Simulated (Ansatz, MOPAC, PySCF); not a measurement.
Donor–acceptor adduct: CH5Al (SMILES [CH3][AlH2]) (first 7 atoms) with H2O (SMILES O); geometry from B3LYP-D3(BJ)/def2-TZVP, rigid monomers moved along the line of their centres of mass till Al2···O8 is 2.85 Å.
(charge 0, multiplicity 1):
```
atom    x (Å)    y (Å)    z (Å)
----  -------  -------  -------
C     -0.1778   0.9168  -0.6125
Al    -0.3298  -0.3736   0.8603
H      0.8623   1.0922  -0.9021
H     -0.6980   0.5558  -1.5058
H     -0.6195   1.8852  -0.3600
H      0.5849  -1.6861   0.8291
H     -1.7143  -0.4692   1.6567
O      1.0398   0.6650   3.1358
H      1.7741   0.1080   3.4262
H      0.4618   0.8078   3.8968
```

Counterpoise-corrected where a basis set is named; no monomer relaxation. Rows marked so take none.

Rows in 3-21G, 6-311+G**, 6-31G* carry no dispersion term and start afresh at each structure (6-31G* with six Cartesian d functions). MP2/6-31G* freezes PySCF's default core. The state that PM3, PM6 reach isn't checked.

The values were computed with Ansatz (an electronic-structure program) with Gaussian orbitals; MOPAC for PM3, PM6 (differences of heats of formation); PySCF for 3-21G rows, 6-311+G** rows, 6-31G* rows, the dispersion terms. 

```csv
level,interaction energy (kcal/mol)
PM3,-5.72
PM6,-3.45
HF/3-21G (no counterpoise),-19.53
HF/6-31G* (no counterpoise),-12.52
PBE-D4/def2-TZVPPD,-10.58
r2SCAN-D3(BJ)/def2-TZVPPD,-11.10
B3LYP/6-311+G** (no counterpoise),(withheld)
PBE0-D3(BJ)/def2-TZVPPD,-10.70
MP2/6-31G*,-11.29
```

What belongs in the gaps?


- B3LYP/6-311+G** (no counterpoise), interaction energy (kcal/mol): -10.22
